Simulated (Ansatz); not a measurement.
System: Al2H4, charge -1, multiplicity 2. It need not be the lowest isomer of its formula. 
Geometry from a B3LYP-D3(BJ)/def2-TZVP (Ansatz, a first-principles code) optimisation:
```
Al
H 1 1.6207
H 1 1.6207 2 110.39
Al 1 2.4841 2 124.81 3 -180.00
H 4 1.6207 1 124.81 2 180.00
H 4 1.6207 5 110.39 1 -180.00
```
Charge -1, spin multiplicity 2.

Basis-set convergence of Hartree-Fock and CCSD(T) correlation energies (hartree) with Ansatz. Valence correlation only, unless marked. UHF or UKS for open shells. No spin-orbit coupling. Non-relativistic. This anion needs diffuse functions, which these sets lack.

```tsv
basis	functions	E(HF)	E(corr, CCSD(T))
cc-pV(D+d)Z	66	-486.15016	-0.19317
cc-pV(T+d)Z	134	___	___
```

Some entries are withheld; supply them.


- cc-pV(T+d)Z, E(HF): -486.16945
- cc-pV(T+d)Z, E(corr, CCSD(T)): -0.22755
